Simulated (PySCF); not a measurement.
Compound: C8H9 (charge +1).
Bonds: C1–C2, C2–C3 (aromatic), C3–C4 (aromatic), C4–C5 (aromatic), C5–C6 (aromatic), C6–C7 (aromatic), C7–C8, C2–C7 (aromatic). Hydrogens: H9, H10 on C1; H11 on C3; H12 on C4; H13 on C5; H14 on C6; H15, H16, H17 on C8.

Computed geometry: GFN2-xTB, gas phase.

Give the optimised bond lengths and angles.

```tsv
bond	length (bohr)
C1–C2	2.568
C2–C3	2.728
C3–C4	2.574
C4–C5	2.658
C5–C6	2.623
C6–C7	2.617
C7–C8	2.787
C2–C7	2.752
C1–H9, C1–H10	2.039
C3–H11	2.040
C4–H12	2.038
C5–H13	2.042
C6–H14	2.041
C8–H15, C8–H16, C8–H17	2.059
```

Bonds in one row agree within 0.02 bohr and their mean is given. A selection of angles:
```tsv
angle	degrees
C1–C2–C3	118.9
C1–C2–C7	122.5
C3–C2–C7	118.6
C2–C3–C4	121.1
C3–C4–C5	119.4
C4–C5–C6	121.3
C5–C6–C7	121.7
C6–C7–C8	120.5
C2–C7–C6	117.9
C2–C7–C8	121.6
```

C6 (aromatic CH carbon) is planar (angles 121.7°, 119.2° and 119.1°, sum 360.0°, 0.00 Å off the plane of its three neighbours). C4 (aromatic CH carbon) is planar (angles 120.9°, 119.7° and 119.4°, sum 360.0°, 0.00 Å off the plane of its three neighbours). C5 (aromatic CH carbon) is planar (angles 121.3°, 119.4° and 119.3°, sum 360.0°, 0.00 Å off the plane of its three neighbours). C3 (aromatic CH carbon) is planar (angles 121.1°, 121.0° and 117.9°, sum 360.0°, 0.00 Å off the plane of its three neighbours). The C–C distances run from 1.359 Å (C1–C2, drawn single) to 1.475 Å (C7–C8, drawn single), a spread of 0.116 Å. C2 (substituted aromatic carbon) is planar (angles 122.5°, 118.9° and 118.6°, sum 360.0°, 0.00 Å off the plane of its three neighbours). The 8 heavy atoms lie in one plane (0.001 Å rms).

Point group: Cs (every atom within 0.08 Å of its image). GFN2-xTB frequencies: not computed here.
